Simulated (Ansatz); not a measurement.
C4H10FIn, SMILES `C[CH2][In]([F])[CH2]C`, 16 atoms. Total charge 0; spin multiplicity 1. Correlated methods include outer-core shells of In, which these sets cover unevenly. In: def2 effective core potential. Hardware: A = 2 threads of an AMD EPYC 7R13 on a shared host; B = 2 threads of an AMD EPYC 7R13 on a shared host and a share of an NVIDIA H100 80 GB. Correlated methods freeze the cores. Open-shell runs search over several starts.

Q: How many basis functions does each run have, and how long does it take in Ansatz? RHF-MP2/def2-QZVPP energy [B]; UKS PBE-D4/def2-TZVPP energy of the cation [B]; RKS ωB97M-V/def2-SVP energy [A]; UHF-CCSD(T)/def2-TZVPP energy of the cation [B]; UKS r2SCAN-D4/def2-TZVPP energy of the cation [B]; RKS r2SCANh-D4/def2-TZVPP energy [B]; RKS PBE0-D4/def2-SVP energy [A]; RKS BHLYP-D4/def2-TZVPP energy [B]; RKS ωB97M-V/def2-QZVPP energy [B]; RKS r2SCAN-D4/def2-TZVPP energy and forces [B]; RHF-CCSD(T)/def2-SVP energy [B]; RKS PBE0-D4/def2-QZVPP energy [B]. (An estimate is asked.)

A: The calculation gave: Other jobs shared the machine, so times are rough.

| level | job | functions | wall time | peak host memory (GiB) |
| --- | --- | --- | --- | --- |
| RKS PBE0-D4/def2-SVP | energy [A] | 146 | 3.3 s | 0.45 |
| RKS BHLYP-D4/def2-TZVPP | energy [B] | 345 | 4.7 s | 0.88 |
| RKS r2SCAN-D4/def2-TZVPP | energy and forces [B] | 345 | 6 s | 0.9 |
| RHF-CCSD(T)/def2-SVP | energy [B] | 146 | 8 s | 0.79 |
| RKS r2SCANh-D4/def2-TZVPP | energy [B] | 345 | 9.1 s | 0.89 |
| RKS PBE0-D4/def2-QZVPP | energy [B] | 667 | 10 s | 1.2 |
| RKS ωB97M-V/def2-SVP | energy [A] | 146 | 11 s | 0.6 |
| RHF-MP2/def2-QZVPP | energy [B] | 667 | 14 s | 1.2 |
| UKS r2SCAN-D4/def2-TZVPP | energy of the cation [B] | 345 | 14 s | 1 |
| UKS PBE-D4/def2-TZVPP | energy of the cation [B] | 345 | 14 s | 0.94 |
| RKS ωB97M-V/def2-QZVPP | energy [B] | 667 | 15 s | 1.3 |
| UHF-CCSD(T)/def2-TZVPP | energy of the cation [B] | 345 | 2.7 min | 2.4 |
